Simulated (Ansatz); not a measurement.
Cost and result up the ladder for Al₁₁N₁₁H₂₈, a nanocrystal cut from wurtzite AlN (hydrogen-capped) (50 atoms). Total charge 0; singlet. Geometry: PBE-D4/def2-SVP.

```xyz
50

Al    1.9404    0.2447   -2.9287
N     3.1863    1.4029   -1.8904
Al   -0.6523   -1.2109   -2.6502
N    -0.9237   -2.8146   -1.5494
N     0.4751   -0.0726   -1.6707
Al    1.1121   -0.9477   -0.0805
Al    2.5910    1.9462   -0.1122
N     2.2865    0.3007    0.8440
Al   -1.5624   -2.5282    0.2857
N    -0.3781   -1.3075    1.0815
Al    0.2009   -2.2731    2.6823
Al    1.7358    0.7093    2.6453
N     1.5087   -1.0225    3.5176
N    -2.4427   -0.3796   -2.6563
Al   -0.3914    1.5820   -1.2740
N     0.8331    2.6807   -0.2797
Al   -3.2089    0.1443   -0.9300
N    -3.2688   -1.5754    0.0085
N    -1.8445    1.1225   -0.0682
Al   -1.2814    0.2939    1.5970
Al    0.0765    3.2068    1.4622
N     0.0011    1.4771    2.4035
H     2.7477   -1.1187   -3.2205
H     1.4205    1.1830   -4.1338
H     4.0973    0.9240   -1.8111
H     3.3956    2.2407   -2.4559
H    -0.2663   -1.6189   -4.1465
H     0.0209   -3.2342   -1.4448
H    -1.4662   -3.5404   -2.0432
H     1.9001   -2.3086   -0.4470
H     3.6971    2.9074    0.5296
H     3.2059   -0.1695    0.9182
H    -1.8608   -3.9276    0.9980
H     1.0430   -3.5872    2.2829
H    -1.0194   -2.3496    3.7348
H     2.7789    1.5788    3.4910
H     2.4253   -1.4932    3.5805
H     1.2357   -0.8800    4.5028
H    -3.1021   -0.9288   -3.2300
H    -2.3185    0.5005   -3.1929
H    -1.0206    2.3195   -2.5659
H     0.9134    3.5825   -0.7821
H    -4.6612    0.7854   -1.0925
H    -3.9869   -2.2095   -0.3760
H    -3.6082   -1.3663    0.9671
H    -2.2343    2.0423    0.2236
H    -2.5928    0.0438    2.5061
H     1.0778    4.2084    2.2220
H    -1.4509    3.7027    1.2110
H    -0.3642    1.7345    3.3375
```

Ansatz on 2 threads of AMD EPYC 7R13 on a shared host and a share (18 GiB) of an NVIDIA H100 80GB HBM3. Times are rough, and most runs start from the orbitals of an earlier one. PBE0-D4/def2-TZVP serves as the yardstick here, not as an exact answer. Differences are given only for rows in sets of like size (and for xTB, whose basis is part of the method), since another set adds its own error. Binding counts from free atoms at the same level (Al doublet, N quartet, H doublet; other spins of the atoms weren't run), without zero-point energy or a counterpoise term.

B3LYP takes the VWN-RPA correlation. Correlated methods freeze 66 core orbitals. The rows differ in basis, and correlated rows in double-zeta sets carry the largest basis error. Single mean-field runs in def2-SVP, def2-TZVP are fitted with def2-universal-jkfit.

Correlated methods converge slowly with the basis, most of all in double-zeta sets.

| level | functions | wall time | binding energy per atom (eV) | difference from PBE0-D4/def2-TZVP (eV) |
| --- | --- | --- | --- | --- |
| MP2/def2-SVP | 492 | 18 s | 3.50 | – |
| PBE-D4/def2-SVP | 492 | 18 s | 3.72 | – |
| BLYP-D4/def2-TZVP | 916 | 19 s | 3.67 | 0.02 |
| PBE0-D4/def2-SVP | 492 | 19 s | 3.67 | – |
| PBE-D4/def2-TZVP | 916 | 20 s | 3.69 | 0.04 |
| PBE0-D4/def2-TZVP | 916 | 22 s | 3.64 | 0.00 |
| r2SCAN-D4/def2-TZVP (with forces) | 916 | 24 s | 3.67 | 0.03 |
| B3LYP-D4/def2-TZVP (with forces) | 916 | 24 s | 3.68 | 0.04 |
| B97M-V/def2-TZVP | 916 | 25 s | 3.70 | 0.06 |
